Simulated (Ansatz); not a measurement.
Reaction (hydrogenolysis of the Si–F bond): `C=C[SiH2][SiH](F)F` + H₂ → `C=C[SiH2][SiH2]F` + H–F

Gas-phase electronic energies from Ansatz, PBE0-D4/def2-TZVP geometries. CCSD(T)/CBS adds triple-zeta CCSD(T) − MP2 to the extrapolated MP2 energy (def2 sets, frozen cores). This one scheme is used for every species. DFT in def2-TZVPP. Each species was taken in one conformer, which may not be the lowest.

CCSD(T)/CBS gives +127.5 kJ/mol.

Problem. Another level gave +135.5 kJ/mol. Which?
A. r2SCAN/def2-TZVPP
B. MP2/def2-TZVPP
C. CCSD/def2-TZVPP
D. PBE0/def2-TZVPP

Solution. A. r2SCAN 135.5, MP2/def2-TZVPP 130.5, PBE0 120.0, CCSD/def2-TZVPP 124.9 kJ/mol.

Largest T1 diagnostic among the species: 0.013.
